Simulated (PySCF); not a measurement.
# J couplings in C₅H₃F₃O

Geometry:
| atom | x (Å) | y (Å) | z (Å) |
| --- | --- | --- | --- |
| O1 | 3.218 | 0.794 | -0.281 |
| C2 | 2.301 | 0.147 | 0.014 |
| C3 | 1.303 | -0.610 | 0.341 |
| C4 | 0.055 | -0.776 | -0.498 |
| C5 | -1.098 | -0.068 | 0.146 |
| F6 | -1.566 | -0.636 | 1.274 |
| C7 | -1.649 | 1.062 | -0.276 |
| F8 | -2.652 | 1.710 | 0.296 |
| F9 | -1.252 | 1.687 | -1.379 |
| H10 | 1.320 | -1.100 | 1.301 |
| H11 | 0.211 | -0.374 | -1.498 |
| H12 | -0.190 | -1.838 | -0.568 |

Couplings: B3LYP/pcJ-1 (spin–dipole term only in couplings to heteroatoms) in PySCF 2.14.0 with density-fitted response routines, geometry GFN2-xTB; gas phase, one conformer, non-relativistic. Couplings are averaged over pairs made equivalent by symmetry, fast rotation or ring inversion, so a value needn't be that of the named pair in this geometry, while other rotamers aren't included; one pair stands for each set, and the list holds a selection of those of at least 1.5 Hz over up to four bonds, among pairs with at least one F or H atom (others weren't computed). One-bond C–F couplings come out tens of Hz too large with common functionals.

Isotopes: ¹³C, ¹⁹F, ¹H, ¹⁷O. Couplings to quadrupolar nuclei such as 17O and 33S are rarely resolved in practice.

```
    pair  bonds  J (Hz)
 C3, H10      1   182.5
 C4, H11      1   143.2
  C5, F6      1  -307.9
  C7, F8      1       ?
  C7, F9      1       ?
 C2, H10      2     4.7
 C3, H11      2       ?
  C4, F6      2    21.8
 C4, H10      2       ?
  C5, F8      2    11.1
  C5, F9      2    54.1
 C5, H11      2    -5.3
  F6, C7      2       ?
  F8, F9      2     5.9
H11, H12      2   -15.3
 O1, H10      3    -1.6
 C2, H11      3       ?
  C3, F6      3    -3.4
 C5, H10      3     1.9
  F6, F8      3       ?
  F6, F9      3  -158.8
 F6, H11      3       ?
  C3, F8      4     3.9
  C3, F9      4     3.5
 F8, H11      4     2.4
 F9, H11      4     4.6
```

Question: Estimate the withheld couplings, with signs.

Answer: 
- ¹J(C7,F8) = -377.6 Hz (bond length 1.324 Å)
- ¹J(C7,F9) = -355.2 Hz (bond length 1.329 Å)
- ²J(C3,H11) = -6.1 Hz (angle at C4 111°)
- ²J(C4,H10) = -4.0 Hz (angle at C3 117°)
- ²J(F6,C7) = 46.4 Hz (angle at C5 119°)
- ³J(C2,H11) = 6.4 Hz (dihedral angle 13°)
- ³J(F6,F8) = 61.9 Hz (dihedral angle 1°)
- ³J(F6,H11) = 22.1 Hz (mean over equivalent pairs that range from 9.2 to 35.0 Hz in this conformer)
